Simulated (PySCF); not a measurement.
# C4H2F2N2: core ionisation energies

Species: 2,6-difluoropyrazine, C4H2F2N2.
Structure used (GFN2-xTB), in Å, numbered top down from 1:
```xyz
10
C4H2F2N2 angstrom
F      2.3259   -1.2118   -0.2071
C      1.1560   -0.5914   -0.1039
C      1.0883    0.7964   -0.0260
N     -0.0863    1.3939    0.0775
C     -1.1768    0.6472    0.1042
C     -1.0708   -0.7381    0.0230
F     -2.1536   -1.5072    0.0470
N      0.0860   -1.3578   -0.0802
H      1.9672    1.4220   -0.0464
H     -2.1273    1.1513    0.1894
```

Computed with delta-SCF UKS SCAN, pcX-2 on the ionised atom, pcseg-1 elsewhere, spin-free X2C in PySCF. Each binding energy is the total energy of the core-ionised species, with the hole localised on one atom, minus that of the ground state; both are solved self-consistently, so orbital relaxation is included.

**Question.** Give the core binding energies atom by atom.

**Answer.** 
```json
{"atom(s)": "F1/F7", "environment": "aryl fluorine", "level": "F 1s", "binding energy (eV)": "693.82", "above the level's lowest (eV)": "0.00", "count": "2"}
{"atom(s)": "C2/C6", "environment": "aromatic C–F carbon", "level": "C 1s", "binding energy (eV)": "294.70", "above the level's lowest (eV)": "+2.44", "count": "2"}
{"atom(s)": "C3/C5", "environment": "aromatic CH next to a ring nitrogen", "level": "C 1s", "binding energy (eV)": "292.26", "above the level's lowest (eV)": "0.00", "count": "2"}
{"atom(s)": "N4", "environment": "pyridine-type nitrogen", "level": "N 1s", "binding energy (eV)": "406.14", "above the level's lowest (eV)": "0.00", "count": "1"}
{"atom(s)": "N8", "environment": "pyridine-type nitrogen", "level": "N 1s", "binding energy (eV)": "406.25", "above the level's lowest (eV)": "+0.11", "count": "1"}
```

Lowest listed C 1s: C3/C5, bonded to N (aromatic in the SMILES), C (aromatic in the SMILES) and H. Highest, 2.44 eV above it: C2/C6, bonded to F, N (aromatic in the SMILES) and C (aromatic in the SMILES). Summing the Pauling electronegativity differences to the bonded atoms, each weighted by its formal bond order, gives +0.39 for the lowest site and +2.17 for the highest.

The 2 N 1s values lie within 0.11 eV of each other; Gaussian lines of 0.5 eV full width would blend them into one maximum.

**Question.** Which photon wavelength matches the N 1s of N8 threshold?

**Answer.** λ = hc/E = 12398.42 eV Å / 406.25 eV = 30.519 Å.

**Question.** Which photon energy gives electrons from N 1s of N8 a kinetic energy of 50 eV, and what is their de Broglie wavelength?

**Answer.** hν = 406.25 + 50 = 456.25 eV, recoil neglected; λ = 12.264 Å/√(E/eV) = 1.73 Å.

The first atom of each set that the bonding makes equivalent was ionised and stands for the set. Geometry: GFN2-xTB; no solvent, vibrations or thermal averaging.
